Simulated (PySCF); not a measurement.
ClGaH2S2, SMILES [Cl][Ga]([SH])[SH]. Geometry optimised at PBE0-D3(BJ)/def2-SVP. The structure was generated by enumeration; whether it is a known compound was not checked. Other conformers were not sampled.

These are PBE0-D3(BJ)/def2-SVP run with PySCF values and carry that method's errors.

Harmonic wavenumbers (cm⁻¹): 112, 115, 131, 194, 262, 357, 448, 452, 692, 727, 2714, 2717. Rotational constants (GHz): 2.153, 2.028, 1.044; symmetry number 2.

### Question
Work out the zero-point energy and the ideal-gas rigid-rotor harmonic-oscillator thermochemistry at 298.15 K and 1 atm.

### Answer
ZPE = ½ Σ hcν = ½ × 8921 cm⁻¹ = 12.75 kcal/mol. H − E(el) = 17.78 kcal/mol. Entropy in cal/(mol K): translation 41.32, rotation 27.27, vibration 16.50, total 85.09. G − E(el) = -7.59 kcal/mol. Cp = 23.25 cal/(mol K). Modes under 150 cm⁻¹ make the vibrational entropy uncertain.
